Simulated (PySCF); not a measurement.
Consider trifluoroacetic acid, `O=C(O)C(F)(F)F` (C2HF3O2). Non-hydrogen atoms are numbered in `[O:1]=[C:2]([OH:3])[C:4]([F:5])([F:6])[F:7]`.

Computed at ωB97X-D3(BJ)/ma-def2-TZVP // PBE0-D3(BJ)/def2-SVP with PySCF (density fitting, grid level 2). The prefix ma- adds one diffuse s and one diffuse p function on all atoms but H. ωB97X-D3(BJ) is ωB97X-V with D3(BJ) in place of VV10. Zero-point and thermal terms (298.15 K, 1 bar) come from unscaled PBE0-D3(BJ)/def2-SVP harmonic frequencies, with soft modes damped to free rotors in the entropy.

Question: What are the vertical and the adiabatic ionisation energy for forming the radical cation?

Answer: 11.95 eV vertical and 11.50 eV adiabatic, the latter with zero-point energy.

Question: Where does the unpaired spin of the relaxed radical cation sit?

Answer: O1 (carboxyl C=O oxygen) 0.68, C4 (carbon α to the carbonyl-type group) 0.14 (intrinsic atomic orbital populations).

Question: How far is −ε(HOMO) from the vertical value by ΔSCF?

Answer: −ε(HOMO) = 11.82 eV, which is 0.13 eV below the ΔSCF value.
